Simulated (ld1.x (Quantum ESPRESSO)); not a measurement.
# Building the TM potential for copper (Cu) (PBEsol, scalar-relativistic).

ld1.x (Quantum ESPRESSO) 7.5 was run on this input:

```
&input
   title='Cu', zed=29., rel=1, dft='PBESOL', iswitch=3,
   config='[Ar] 3d10 4s1 4p0',
   nld=3, rlderiv=1.25, eminld=-10.0, emaxld=5.0, deld=0.04
 /
 &inputp
   pseudotype=2, tm=.true., lloc=1,
   nlcc=.false.,
   file_pseudopw='Cu.UPF', file_wfcaegen='ae.wfc', file_wfcncgen='nc.wfc', file_beta='beta', file_chi='chi'
 /
3
3S  1  0   2.00   0.00  1.15  1.15  0.0
3D  3  2  10.00   0.00  0.70  0.70  0.0
3P  2  1   6.00   0.00  0.65  0.65  0.0
 &test
   configts(1)='3s2 3p6 3d10 4s1 4p0'
 /
```

Command:

```bash
ld1.x < Cu.in > Cu.out
```

Resulting log (shortened: banner, matrices, multipoles, cross overlaps and the repeated all-electron block are left out):

```
Program LD1 v.7.5
     --------------------------- All-electron run ----------------------------

     Cu
     scalar relativistic calculation

     atomic number is 29.00
     dft =PBESOL   lsd =0 sic =0 latt =0  beta=0.20 tr2=1.0E-14
     Exchange-correlation= PBESOL
                           (   1   4  10   8   0   0   0)
     mesh =1199 r(mesh) = 100.25372 a.u. xmin = -7.00 dx = 0.01250
     1 Ry =  13.60569312 eV, c = 137.03599908

     n l     nl                  e(Ry)          e(Ha)          e(eV)
     1 0     1S 1( 2.00)      -649.9468      -324.9734     -8842.9766
     2 0     2S 1( 2.00)       -78.0149       -39.0075     -1061.4470
     2 1     2P 1( 6.00)       -67.3559       -33.6780      -916.4237
     3 0     3S 1( 2.00)        -8.4085        -4.2043      -114.4036
     3 1     3P 1( 6.00)        -5.2918        -2.6459       -71.9983
     3 2     3D 1(10.00)        -0.3718        -0.1859        -5.0588
     4 0     4S 1( 1.00)        -0.3387        -0.1693        -4.6077
     4 1     4P 1( 0.00)        -0.0467        -0.0234        -0.6357

     final scf error:  5.4E-16 reached in  26 iterations

     Etot =   -3306.982469 Ry,   -1653.491235 Ha,  -44993.788637 eV

     Ekin =    3355.815935 Ry,    1677.907968 Ha,   45658.201794 eV
     Encl =   -7965.901212 Ry,   -3982.950606 Ha, -108381.607342 eV
     Eh   =    1435.403959 Ry,     717.701980 Ha,   19529.665780 eV
     Exc  =    -132.301152 Ry,     -66.150576 Ha,   -1800.048868 eV

     normalization and overlap integrals

     s(1S/1S) =  1.000000  <r> =   0.0522  <r2> =    0.0037  r(max) =   0.0341
     s(2S/2S) =  1.000000  <r> =   0.2354  <r2> =    0.0654  r(max) =   0.1960
     s(2P/2P) =  1.000000  <r> =   0.2065  <r2> =    0.0523  r(max) =   0.1585
     s(3S/3S) =  1.000000  <r> =   0.7125  <r2> =    0.5874  r(max) =   0.6112
     s(3P/3P) =  1.000000  <r> =   0.7499  <r2> =    0.6661  r(max) =   0.6189
     s(3D/3D) =  1.000000  <r> =   1.0471  <r2> =    1.5726  r(max) =   0.6036
     s(4S/4S) =  1.000000  <r> =   2.9162  <r2> =   10.0616  r(max) =   2.2710
     s(4P/4P) =  1.000000  <r> =   5.1813  <r2> =   33.7497  r(max) =   3.5616

     ------------------------ End of All-electron run ------------------------

     --------------------- Generating NC pseudopotential ---------------------

      Generating local pot.: lloc=1, matching radius rcloc =   0.6500

      Wfc   3S  rcut= 1.142  Using Troullier-Martins method

      Wfc   3D  rcut= 0.693  Using Troullier-Martins method

     ------------------- End of pseudopotential generation -------------------

     Computing logarithmic derivative in   1.25417
     Computing logarithmic derivative in   1.25417
     Computing the partial wave expansion
     R is outside the sphere for l=    0 j= 0.00
       no projector for channel:   1
     R is outside the sphere for l=    2 j= 0.00

     ---------------------- Testing the pseudopotential ----------------------

     Cu
     scalar relativistic calculation

     atomic number is 29.00   valence charge is 19.00
     dft =PBESOL   lsd =0 sic =0 latt =0  beta=0.20 tr2=1.0E-14
     mesh =1199 r(mesh) = 100.25372 xmin = -7.00 dx = 0.01250

     n l     nl             e AE (Ry)        e PS (Ry)    De AE-PS (Ry)
     1 0     3S   1( 2.00)       -8.40851       -8.40850       -0.00001
     2 1     3P   1( 6.00)       -5.29178       -5.29198        0.00020
     3 2     3D   1(10.00)       -0.37181       -0.37165       -0.00016
     2 0     4S   1( 1.00)       -0.33866       -0.36099        0.02233  !
     3 1     4P   1( 0.00)       -0.04672       -0.04691        0.00019

     eps = 9.4E-15  iter = 35

     Etot =   -3306.982469 Ry,   -1653.491235 Ha,  -44993.788637 eV
     Etotps =  -394.678047 Ry,    -197.339023 Ha,   -5369.868389 eV

     Ekin =     246.913164 Ry,     123.456582 Ha,    3359.424736 eV
     Encl =    -905.731860 Ry,    -452.865930 Ha,  -12323.109737 eV
     Ehrt =     353.651140 Ry,     176.825570 Ha,    4811.668879 eV
     Ecxc =     -37.271245 Ry,     -18.635623 Ha,    -507.101124 eV
     Epseu=     -52.239245 Ry,     -26.119623 Ha,    -710.751142 eV

     ---------------------- End of pseudopotential test ----------------------
```

Generation and configuration tests took about 3.1 s on one core of a shared server CPU.
